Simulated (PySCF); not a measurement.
**Frontier levels across methods**

C6H7NO.
Z-matrix (Å and degrees, PBE0-D3(BJ)/def2-SVP geometry), rows numbered from 1:
```
O 
C   1  1.3822
C   2  1.5121  1  111.69
C   3  1.3991  2  123.04  1   179.72
C   4  1.3886  3  118.55  2  -179.89
C   5  1.3964  4  119.06  3    -0.04
C   6  1.3903  5  118.15  4    -0.00
N   3  1.3296  2  114.78  1    -0.23
H   1  0.9761  2  104.32  3     0.23
H   2  1.1099  1  111.43  3   121.01
H   2  1.1100  1  111.46  3  -121.06
H   4  1.0929  3  120.25  2     0.07
H   5  1.0929  4  120.43  3   179.95
H   6  1.0916  5  121.37  4   179.98
H   7  1.0954  6  120.71  5  -179.98
```

Basis pcSseg-1 throughout (PySCF), one geometry. The structure is a single PBE0-D3(BJ)/def2-SVP conformer in the gas phase; no vibrational or solvent corrections.

**Question.** How do the orbital energies, the gap and the dipole change with the method?

**Answer.** 
```
  method                    kind  HOMO (eV)  LUMO (eV)  gap (eV)  μ (D)  SCF cycles
     PBE                     GGA      -5.67      -1.99      3.69   3.76          16
     LDA                     LDA      -5.80      -2.24      3.56   3.90          16
    BP86                     GGA      -5.80      -2.09      3.72   3.80          15
     KT3                     GGA      -5.87      -1.89      3.97   3.66          17
    PBE0           global hybrid      -7.22      -1.08      6.15   3.98          14
mPW1PW91           global hybrid      -7.27      -1.10      6.17   4.00          14
 wB97X-D  range-separated hybrid      -9.09       0.67      9.76   4.06          14
 LC-wPBE  range-separated hybrid      -9.87       1.04     10.92   4.14          14
```

The HOMO spans 4.20 eV, from PBE down to LC-wPBE, and the gap runs from 3.56 eV (LDA) to 10.92 eV (LC-wPBE). The dipole ranges from 3.66 D (KT3) to 4.14 D (LC-wPBE). This basis has no diffuse functions.

The vertical ΔSCF ionisation energy at wB97X-D/def2-SVPD is 9.40 eV; −ε(HOMO) comes closest to it with wB97X-D (9.09 eV).
